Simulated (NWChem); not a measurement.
System: CH₅AlS; SMILES C[S][AlH2]

Parts of the log:

```
             Northwest Computational Chemistry Package (NWChem) 7.3.0
             --------------------------------------------------------

 C1  symmetry detected

                             Geometry "geometry" -> ""
                             -------------------------

 Output coordinates in angstroms (scale by  1.889725989 to convert to a.u.)

  No.       Tag          Charge          X              Y              Z
 ---- ---------------- ---------- -------------- -------------- --------------
    1 Al                  13.0000     0.19305095    -1.47789737     0.00001302
    2 H                    1.0000    -0.81136743    -2.70208320     0.00045909
    3 H                    1.0000     1.77734420    -1.59024802    -0.00058448
    4 S                   16.0000    -0.69389017     0.50840358    -0.00003299
    5 C                    6.0000     0.75193825     1.62746419     0.00005384
    6 H                    1.0000     0.70763982     2.26187762     0.89558091
    7 H                    1.0000     0.70397095     2.26626456    -0.89215596
    8 H                    1.0000     1.70336331     1.07761244    -0.00326410

 Effective nuclear repulsion energy (a.u.)     133.8442419321

  xc_inp: hfexch multiplicative factor not found.

                                 NWChem DFT Module
                                 -----------------

 Summary of "ao basis" -> "ao basis" (spherical)
 ------------------------------------------------------------------------------
       Tag                 Description            Shells   Functions and Types
 ---------------- ------------------------------  ------  ---------------------
 Al                         def2-svp                 8       18   4s3p1d
 H                          def2-svp                 3        5   2s1p
 S                          def2-svp                 8       18   4s3p1d
 C                          def2-svp                 6       14   3s2p1d

            General Information
            -------------------
          SCF calculation type: DFT
          Wavefunction type:  closed shell.
          No. of atoms     :     8
          No. of electrons :    40
           Alpha electrons :    20
            Beta electrons :    20
          Charge           :     0
          Spin multiplicity:     1
          Use of symmetry is: off; symmetry adaption is: off
          Maximum number of iterations: 150
          AO basis - number of functions:    75
                     number of shells:    37
          Convergence on energy requested:  1.00D-06
          Convergence on density requested:  1.00D-05
          Convergence on gradient requested:  5.00D-04

              XC Information
              --------------
                     Hartree-Fock (Exact) Exchange  1.000

      Superposition of Atomic Density Guess
      -------------------------------------

 Sum of atomic energies:        -679.25994123

      Non-variational initial energy
      ------------------------------

 Total energy =    -680.280068
 1-e energy   =   -1204.957138
 2-e energy   =     390.832829
 HOMO         =      -0.302830
 LUMO         =       0.003288

     ---------------------------------------------
      Total Density - Mulliken Population Analysis
     ---------------------------------------------

    Atom       Charge   Shell Charges
 -----------   ------   -------------------------------------------------------
    1 Al  13    12.22   2.00  1.99  0.94  0.18  5.93  0.61  0.46  0.10
    2 H    1     1.20   0.71  0.49  0.01
    3 H    1     1.21   0.70  0.50  0.01
    4 S   16    16.51   2.00  1.99  1.20  0.65  5.94  1.83  2.86  0.04
    5 C    6     6.19   1.99  0.94  0.25  1.92  1.07  0.02
    6 H    1     0.89   0.67  0.19  0.02
    7 H    1     0.89   0.67  0.19  0.02
    8 H    1     0.89   0.67  0.20  0.02

   convergence    iter        energy       DeltaE   RMS-Dens  Diis-err
 ---------------- ----- ----------------- --------- --------- ---------
 d= 0,ls=0.0,diis     1   -679.9861141390 -8.14D+02  5.78D-03  1.45D-01
 d= 0,ls=0.0,diis     2   -680.0167128650 -3.06D-02  2.09D-03  1.47D-02
 d= 0,ls=0.0,diis     3   -680.0195220021 -2.81D-03  6.79D-04  1.86D-03
 d= 0,ls=0.0,diis     4   -680.0199209422 -3.99D-04  1.39D-04  5.09D-05
 d= 0,ls=0.0,diis     5   -680.0199348841 -1.39D-05  5.30D-05  5.45D-06
  Resetting Diis
 d= 0,ls=0.0,diis     6   -680.0199366196 -1.74D-06  1.87D-05  5.37D-07
 d= 0,ls=0.0,diis     7   -680.0199368120 -1.92D-07  3.90D-06  3.48D-08

         Total DFT energy =     -680.019936812002
      One electron energy =    -1207.224579030602
           Coulomb energy =      443.530975386460
    Exchange-Corr. energy =      -50.170575099929
 Nuclear repulsion energy =      133.844241932069

 Numeric. integr. density =        0.000000000000

                       DFT Final Molecular Orbital Analysis
                       ------------------------------------

 Vector   18  Occ=2.000000D+00  E=-4.357663D-01
              MO Center=  1.6D-01, -1.9D+00,  2.8D-05, r^2= 3.3D+00
   Bfn.  Coefficient  Atom+Function         Bfn.  Coefficient  Atom+Function
  ----- ------------  ---------------      ----- ------------  ---------------
    19      0.337197  2 H  s                 24     -0.264407  3 H  s
    20      0.254498  2 H  s                  8     -0.207497  1 Al px
    25     -0.204756  3 H  s                  9     -0.145204  1 Al py
     5      0.123515  1 Al px                11     -0.121209  1 Al px
    51     -0.111178  5 C  py                40      0.097882  4 S  py

 Vector   19  Occ=2.000000D+00  E=-3.988517D-01
              MO Center= -3.6D-01,  2.5D-01, -2.6D-04, r^2= 2.9D+00
   Bfn.  Coefficient  Atom+Function         Bfn.  Coefficient  Atom+Function
  ----- ------------  ---------------      ----- ------------  ---------------
    39      0.425728  4 S  px                40     -0.328418  4 S  py
    36      0.295095  4 S  px                37     -0.233680  4 S  py
    33      0.169960  4 S  px                 9      0.158703  1 Al py
    25     -0.145873  3 H  s                 31     -0.145372  4 S  s
    32     -0.142785  4 S  s                 24     -0.141883  3 H  s

 Vector   20  Occ=2.000000D+00  E=-3.590784D-01
              MO Center= -5.3D-01,  4.6D-01,  1.7D-04, r^2= 2.0D+00
   Bfn.  Coefficient  Atom+Function         Bfn.  Coefficient  Atom+Function
  ----- ------------  ---------------      ----- ------------  ---------------
    41      0.638029  4 S  pz                38      0.404055  4 S  pz
    35      0.232985  4 S  pz                13      0.123298  1 Al pz
    61     -0.119262  6 H  s                 66      0.118836  7 H  s
    52     -0.113378  5 C  pz                10      0.081210  1 Al pz
    62     -0.074331  6 H  s                 67      0.074120  7 H  s

 Vector   21  Occ=0.000000D+00  E= 5.683212D-02
              MO Center=  1.9D-01, -1.4D+00,  4.2D-04, r^2= 4.5D+00
   Bfn.  Coefficient  Atom+Function         Bfn.  Coefficient  Atom+Function
  ----- ------------  ---------------      ----- ------------  ---------------
    13      0.899280  1 Al pz                41     -0.361717  4 S  pz
    10      0.202828  1 Al pz                 7     -0.146007  1 Al pz
    38     -0.125615  4 S  pz                35     -0.078159  4 S  pz
    43     -0.033571  4 S  d -1

 Vector   22  Occ=0.000000D+00  E= 1.354813D-01
              MO Center=  3.0D-01, -1.1D+00, -1.3D-04, r^2= 6.5D+00
   Bfn.  Coefficient  Atom+Function         Bfn.  Coefficient  Atom+Function
  ----- ------------  ---------------      ----- ------------  ---------------
     4      2.360158  1 Al s                 25     -0.989530  3 H  s
    49     -0.666553  5 C  s                 20     -0.637682  2 H  s
    32     -0.553343  4 S  s                 40      0.414975  4 S  py
     3     -0.380042  1 Al s                 62      0.300964  6 H  s
    67      0.299517  7 H  s                 12      0.269209  1 Al py

 Vector   23  Occ=0.000000D+00  E= 1.465070D-01
              MO Center=  4.9D-01, -2.0D+00, -2.4D-04, r^2= 5.4D+00
   Bfn.  Coefficient  Atom+Function         Bfn.  Coefficient  Atom+Function
  ----- ------------  ---------------      ----- ------------  ---------------
    12      1.300508  1 Al py                32     -0.921174  4 S  s
    11     -0.818106  1 Al px                25      0.756027  3 H  s
    20      0.480504  2 H  s                  4     -0.425040  1 Al s
    72      0.399721  8 H  s                 49     -0.382879  5 C  s
    53     -0.317209  5 C  px                40      0.266206  4 S  py

     ---------------------------------------------
      Total Density - Mulliken Population Analysis
     ---------------------------------------------

    Atom       Charge   Shell Charges
 -----------   ------   -------------------------------------------------------
    1 Al  13    12.21   2.00  1.99  0.83  0.06  5.94  0.79  0.43  0.17
    2 H    1     1.23   0.71  0.51  0.01
    3 H    1     1.26   0.71  0.54  0.01
    4 S   16    16.42   2.00  1.99  1.15  0.74  5.94  1.76  2.78  0.06
    5 C    6     6.11   1.99  0.86  0.26  1.99  0.97  0.04
    6 H    1     0.92   0.74  0.15  0.03
    7 H    1     0.92   0.74  0.15  0.03
    8 H    1     0.93   0.75  0.16  0.03

     -------------------------------------------
      Total Density - Lowdin Population Analysis
     -------------------------------------------

    Atom       Charge   Shell Charges
 -----------   ------   -------------------------------------------------------
    1 Al  13    12.60   2.00  1.94  0.60  0.31  5.82  0.91  0.76  0.26
    2 H    1     1.17   0.64  0.52  0.01
    3 H    1     1.18   0.64  0.53  0.01
    4 S   16    15.99   2.00  1.95  0.93  0.67  5.82  1.89  2.66  0.07
    5 C    6     6.13   1.97  0.58  0.34  1.80  1.36  0.08
    6 H    1     0.98   0.65  0.26  0.07
    7 H    1     0.98   0.65  0.26  0.07
    8 H    1     0.98   0.65  0.26  0.07

     Multipole analysis of the density
     ---------------------------------

     L   x y z        total         alpha         beta         nuclear
     -   - - -        -----         -----         ----         -------
     0   0 0 0     -0.000000    -20.000000    -20.000000     40.000000

     1   1 0 0      0.622075      0.311037      0.311037     -0.000000
     1   0 1 0      0.093656      0.046828      0.046828      0.000000
     1   0 0 1      0.000121      0.000060      0.000060     -0.000000

     2   2 0 0    -28.920696    -48.913516    -48.913516     68.906335
     2   1 1 0      1.087630     -3.717502     -3.717502      8.522634
     2   1 0 1      0.001918      0.002088      0.002088     -0.002259
     2   0 2 0    -25.845207   -137.312076   -137.312076    248.778945
     2   0 1 1     -0.000107     -0.000074     -0.000074      0.000042
     2   0 0 2    -24.005588    -14.856108    -14.856108      5.706627
```

Level: Hartree-Fock/def2-SVP. All runs use the structure optimised with PBE0/def2-SVP.

Q: Reconstruct the input file.

A: One answer among several that fit: the input that was run:
```
start job
memory heap 200 mb stack 900 mb global 1100 mb
geometry units angstroms noautoz
  Al     0.202376    -1.536466     0.002960
  H     -0.832943    -2.734610     0.010238
  H      1.783249    -1.689227    -0.007659
  S     -0.633552     0.471831     0.007814
  C      0.840344     1.553615    -0.001696
  H      0.817951     2.189138     0.893860
  H      0.803027     2.193247    -0.893819
  H      1.777382     0.979652    -0.010854
end
basis spherical
  * library def2-svp
end
dft
  xc hfexch
  iterations 150
  mulliken
end
task dft energy
```
